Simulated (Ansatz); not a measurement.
## Worked example: C3H6 + SiH(NH2)2(SiH3) → C2H6Si + SiH(CH3)(NH2)2

Species: C3H6 (propene) `C=CC`, singlet; SiH(NH2)2(SiH3), singlet; C2H6Si (vinylsilane) `C=C[SiH3]`, singlet; SiH(CH3)(NH2)2, singlet. The partners trade CH3 for SiH3: C–CH3 and Si–SiH3 bonds give way to C–SiH3 and Si–CH3.

Shapes, held fixed at every level: PBE0-D4/def2-TZVP. Flexible molecules stand in one conformer, not always the lowest. Programs: Ansatz 0.2.0. The zero-point and thermal change to 298 K, harmonic and unscaled (PBE0-D4/def2-TZVP), is -3.0 kJ/mol.

At CCSD(T)/CBS estimate; 1 Eh = 2625.50 kJ/mol:

| species | energy (Eh) |
| --- | --- |
| C3H6 | -117.746103 |
| SiH(NH2)2(SiH3) | -692.431449 |
| C2H6Si | -368.760771 |
| SiH(CH3)(NH2)2 | -441.433387 |

Task: Work out ΔH(298 K) of the reaction at this level.

Result: 
1. Products less reactants: (-368.760771) + (-441.433387) − [(-117.746103) + (-692.431449)] = -0.016606 Eh = -43.6 kJ/mol.
2. With the thermal change: -43.6 + (-3.0) = -46.6 kJ/mol.

Other levels give -52.9 (MP2/def2-TZVPP) to -28.5 kJ/mol (SPW92/def2-TZVPP). No measured value is set beside it here. The CBS estimate extrapolates MP2 from def2-TZVPP and def2-QZVPP and adds CCSD(T) − MP2 in the triple-zeta set, cores frozen.
